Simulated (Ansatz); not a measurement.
Input file for Ansatz (a first-principles code): U-CCSD(T)/def2-TZVPP on MnH, 2S+1 = 5, a spin state set in the input, which need not be the lowest, a point of a bond scan (R = 1.634 Å).

Ansatz 0.2 input:
```yaml
crystal:
  periodic: [false, false, false]
  atoms:
    - {symbol: Mn, position_ang: [0.00000000, 0.00000000, 0.00000000]}
    - {symbol: H, position_ang: [0.00000000, 0.00000000, 1.63427300]}
basis:
  gaussian:
    orbitals: def2-TZVPP
    pivot_positions_ang: [[0.00000000, 0.00000000, 0.00000000], [0.00000000, 0.00000000, 1.63427300]]
magnetization: {spin_polarized: true, initial_magnetization: 4}
correlation: {method: ccsd_t, electrons: valence}
output: {orbitals: {seedname: ./end}}
```

It printed:

```
WARN ansatz: RAYON_NUM_THREADS=2 ignored (pool sized by the plan → 2); use --threads N
Functional definition: HF
integrals: 0.08 GiB planned
602 factors; integrals over basis functions are off by at most 3.4e-4 eV
mean field: 0.16 GiB planned
mean field evaluation 1: about -31300.6254 eV, gradient 1.8e1 eV
mean field evaluation 2: about -31300.6260 eV, gradient 1.8e1 eV
mean field evaluation 4: about -31302.1952 eV, gradient 4.2e0 eV
mean field evaluation 8: about -31303.3782 eV, gradient 7.1e-1 eV
mean field evaluation 16: about -31303.3880 eV, gradient 1.6e-6 eV
mean field evaluation 32: about -31303.3772 eV, gradient 7.1e-1 eV
mean field evaluation 64: about -31300.7303 eV, gradient 3.2e0 eV
mean field -31303.38797678 eV, -1150.3782899481 hartree, gradient 1.6e-6 eV, S^2 6.995700; 1 other end points of the search recorded, 0 dependent functions left out
5 core orbitals not correlated
reference -31303.38797678 eV, -1150.3782899481 hartree; 10, 6 occupied and 63, 67 virtual orbitals, 602 factors
second order -12.25199135 eV of doubles, -0.00000000 eV of singles
coupled cluster: 0.30 GiB planned
cycle   1  -12.24515607 eV  change    6.8e-3 eV  update   8.6e-2
cycle   2  -12.56513258 eV  change   -3.2e-1 eV  update   3.7e-2
cycle   3  -12.65375233 eV  change   -8.9e-2 eV  update   3.0e-2
cycle   4  -12.65208246 eV  change    1.7e-3 eV  update   1.9e-2
cycle   5  -12.67888181 eV  change   -2.7e-2 eV  update   1.4e-2
cycle   6  -12.71238899 eV  change   -3.4e-2 eV  update   8.9e-3
cycle   7  -12.71275939 eV  change   -3.7e-4 eV  update   5.2e-3
cycle   8  -12.71766999 eV  change   -4.9e-3 eV  update   3.5e-3
cycle   9  -12.71894439 eV  change   -1.3e-3 eV  update   1.7e-3
cycle  10  -12.71879466 eV  change    1.5e-4 eV  update   1.1e-3
cycle  11  -12.71920884 eV  change   -4.1e-4 eV  update   7.1e-4
cycle  12  -12.71830131 eV  change    9.1e-4 eV  update   4.8e-4
cycle  13  -12.71860371 eV  change   -3.0e-4 eV  update   3.0e-4
cycle  14  -12.71847898 eV  change    1.2e-4 eV  update   2.1e-4
cycle  15  -12.71849986 eV  change   -2.1e-5 eV  update   1.2e-4
cycle  16  -12.71840126 eV  change    9.9e-5 eV  update   5.9e-5
cycle  17  -12.71840360 eV  change   -2.3e-6 eV  update   2.7e-5
cycle  18  -12.71841691 eV  change   -1.3e-5 eV  update   1.5e-5
cycle  19  -12.71842426 eV  change   -7.4e-6 eV  update   7.0e-6
coupled cluster: 0.30 GiB planned
perturbative correction -0.34385215 eV, -0.0126363335 hartree
WARN: the results are in doubt because among natural orbitals the method converges to other amplitudes
Total energy: -31316.45025319 eV, -1150.8583197524 hartree
In doubt: among natural orbitals the method converges to other amplitudes
```

Self-consistency was reached. Its determinant has ⟨S²⟩ = 7.00, a mixture of spin states.

Warnings raised: other amplitudes.

Cost: very roughly 15 core-seconds.
